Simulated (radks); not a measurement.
Species: neutral cobalt. Configuration: [Ar] 3d8 4p1 (not the ground configuration).

Calculated with a radial shooting solver on a logarithmic mesh with Libxc functionals: scalar-relativistic Kohn-Sham, PBE, spin-polarised, spherical densities, point nucleus; open shells are filled with parallel spins first.

Energy parts (hartree):
part                       energy
total                 -1393.09442
kinetic                1411.06516
electron-nucleus      -3340.01125
Hartree                 595.38056
exchange-correlation    -59.52891

Orbitals (lengths in bohr, moments of r in powers of bohr; <r^-3> diverges for s and p1/2; r(90%) holds 90 % of the orbital's charge):
orbital  occ.  eigenvalue (hartree)  r(90%)     <r^2>  <r^-3>
1s up       1             -278.9243   0.100  0.004247       -
1s down     1             -278.9241   0.100  0.004247       -
2s up       1             -32.91091   0.396   0.07708       -
2s down     1             -32.87666   0.396   0.07697       -
2p up       3             -28.16636   0.368   0.06219   549.1
2p down     3             -28.14032   0.368   0.06208   549.9
3s up       1              -3.68112    1.17    0.6980       -
3s down     1              -3.60563    1.17    0.7001       -
3p up       3              -2.33500    1.27    0.7997   68.28
3p down     3              -2.26073    1.28    0.8039   67.83
3d up       5              -0.24622    2.07     1.838   5.450
3d down     3              -0.17823    2.17     2.004   5.278
4p up       1              -0.07232    7.11     23.87   1.669

The highest occupied level is 4p up at -1.968 eV. The density falls to 0.001 e/bohr^3 at r = 4.44 bohr. Spin moment in Bohr magnetons: 3. Summed over all electrons, <r^2> = 45.82 bohr^2, which gives a Langevin (diamagnetic) susceptibility term of -36.3 x 10^-6 cm^3/mol.
